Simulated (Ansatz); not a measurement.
`C=CC(C)CC` + HBr → `CCC(C)Br` + ethylene  (substitution at a C–C bond)

Calculated with Ansatz (gas phase, PBE0-D4/def2-TZVP geometries, no zero-point term in ΔE). CCSD(T)/CBS is the MP2 limit (def2-TZVPP, def2-QZVPP) plus CCSD(T) − MP2 in def2-TZVPP, frozen cores. This one scheme is used for every species. Functionals use def2-TZVPP. B3LYP here is the variant with VWN-RPA as its local correlation; programs differ in this. For Br outer-core shells are correlated without core-valence functions, which leaves a few kJ/mol of doubt a bond. Scalar relativity is left out up to krypton. Each species was taken in one conformer, which may not be the lowest.

```tsv
level	ΔE (kJ/mol)	difference from CCSD(T)/CBS
r2SCAN-D4	11.8	1.4
r2SCAN	10.3	-0.1
B3LYP	7.4	-3.0
MP2/def2-TZVPP	13.2	2.8
SCS-MP2/def2-TZVPP	11.5	1.1
HF/def2-QZVPP	9.4	-1.0
MP2/def2-QZVPP	11.9	1.5
SCS-MP2/def2-QZVPP	10.3	-0.1
HF/CBS(def2)	9.5	-0.9
MP2/CBS(def2)	10.4	0.0
CCSD(T)/CBS	10.4	0
```

Largest T1 diagnostic among the species: 0.011.

The D4 term adds +3.2 kJ/mol with B3LYP and +2.4 kJ/mol with PBE0; it sums over pairs of atoms, weighted by their polarisabilities, and B3LYP, whose exchange is more repulsive, gets the larger term. In def2-TZVPP, CCSD(T) changes the Hartree–Fock value by +4.5 kJ/mol (the triples alone add −0.6 kJ/mol) and MP2 by +4.6 kJ/mol. From PBE to PBE0 (25 % exact exchange), in def2-TZVPP and without D4, ΔE moves by +3.0 kJ/mol.
